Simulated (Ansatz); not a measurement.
A search over several starts for the lowest SCF solution of [VO4]3- (VO₄³⁻) at the given spin, in a small basis.

```yaml
crystal:
  periodic: [false, false, false]
  atoms:
    - {symbol: V, position_ang: [-0.000002, 0.000002, 0.000003]}
    - {symbol: O, position_ang: [0.010915, -0.018596, 1.744125]}
    - {symbol: O, position_ang: [1.640885, 0.010828, -0.591623]}
    - {symbol: O, position_ang: [-0.829807, 1.428009, -0.561034]}
    - {symbol: O, position_ang: [-0.821992, -1.420233, -0.591471]}
basis:
  gaussian: {orbitals: def2-SVP, initial_orbitals: start.molden}
total_charge: -3
hamiltonian: {xc: pbe0, dispersion: d4}
output: {orbitals: {seedname: orbitals}}
```

The file start.molden holds the orbitals of an earlier run on this structure, at another level or in another basis.

```sh
$ ansatz run in.yaml --threads 4 --pin off --events-out ev --progress --plain --max-ram 3916MiB
```

It prints (some lines left out):

```
Functional definition: PBE0
862 factors; integrals over basis functions are off by at most 1.8e-3 eV
mean field evaluation 1: about -33840.1071 eV, gradient 2.1e1 eV
mean field evaluation 2: about -33841.1782 eV, gradient 9.8e-1 eV
mean field evaluation 4: about -33841.3387 eV, gradient 5.6e-2 eV
mean field evaluation 8: about -33841.3384 eV, gradient 2.3e-5 eV
mean field evaluation 16: about -33837.9027 eV, gradient 4.1e1 eV
mean field -33841.33836255 eV, -1243.6462463407 hartree, gradient 2.6e-5 eV, S^2 0.000000; 1 other end points of the search recorded, 0 dependent functions left out
reference -33841.33839578 eV, -1243.6462475618 hartree; 29, 29 occupied and 58, 58 virtual orbitals, 862 factors
Total energy: -33841.49262467 eV, -1243.6519153691 hartree
```

Hardware: 4 threads of Intel Xeon on a shared host. Wall time 6 s.

A multiply charged anion in the gas phase is held together partly by the finite basis. A triplet lies near this restricted singlet, and broken spin symmetry wasn't tried. The highest occupied level of the charge -3 singlet lies above zero (up to 10.69 eV). The electron is either unbound and held by the finite basis, or the level is raised by self-interaction error.
